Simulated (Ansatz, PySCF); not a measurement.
Species: GeCl₂, charge 0, multiplicity 1. SMILES: [Cl][Ge][Cl]
Geometry from a B3LYP-D3(BJ)/def2-TZVP (Ansatz, an electronic-structure program) optimisation:
```xyz
3

Ge    -0.0079     0.0041     0.7266
Cl     1.0991     1.2918    -0.6793
Cl    -1.0842    -1.2996    -0.6884
```

Property: atomisation energy (electronic, to ground-state atoms), in eV. Cores are frozen in the correlated levels unless marked. UHF or UKS for open shells. Spin-orbit coupling is left out. The frozen core is the preceding noble-gas configuration, with the filled d and f shells of earlier blocks. No relativistic terms. The coupled-cluster limit lacks core correlation, which all-electron functionals hold. Basis-set limits of correlation are two-point, X^-3; Hartree-Fock from the larger set. [CCSD(T)-MP2]/basis is that difference in the basis named.

```csv
level,program,atomisation energy (eV),minus last row,rough core time
SVWN5/def2-TZVPD,Ansatz,9.91,1.57,under 20 s
TPSS/def2-TZVPD,PySCF,8.46,0.12,-
PW6B95-D4/def2-TZVPD,PySCF + dftd4,8.54,0.20,-
HSE06/def2-TZVPD,Ansatz,8.34,0.00,under 20 s
LC-wPBE/def2-TZVPD,Ansatz,7.96,-0.38,under 20 s
RPA@PBE/def2-QZVPP,Ansatz,7.31,-1.03,under 20 s
SCS-MP2/6-31G*,Ansatz,7.25,-1.09,-
CCSD/def2-QZVPP,Ansatz,7.88,-0.46,-
"RI-MP2/CBS(def2-TZVPP,def2-QZVPP)+[CCSD(T)-MP2]/def2-SVP",Ansatz,8.44,0.10,under 20 s
"CCSD(T)/CBS(def2-TZVPP,def2-QZVPP)",Ansatz,8.34,0.00,40 s
```

Core times are rough, on shared machines, summed over the molecules involved; a dash marks a level read off another run, or run on other hardware, by another program or under a memory cap.
